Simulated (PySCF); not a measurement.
# Excitation energy of Nb by level of theory

Nb [Kr] 4d4 5s1 (6D) → Nb [Kr] 4d5 (6S), as a difference of total energies. Computed with PySCF 2.14 in def2-TZVPPD with the def2 core potential (28 electrons), with scalar relativity through the core potential. Correlated levels: valence and next inner shell: nothing frozen outside the core potential. The calculations carry no spin-orbit coupling.

```csv
method,excitation energy (eV)
UHF,1.754
MP2 (valence and next inner shell),1.465
SCS-MP2 (valence and next inner shell),1.625
CCSD (valence and next inner shell),1.546
CCSD(T) (valence and next inner shell),1.525
```

Q: How much does correlation contribute at CCSD(T) (valence and next inner shell)?

A: 1.525 − (1.754) = -0.229 eV, measured against UHF.
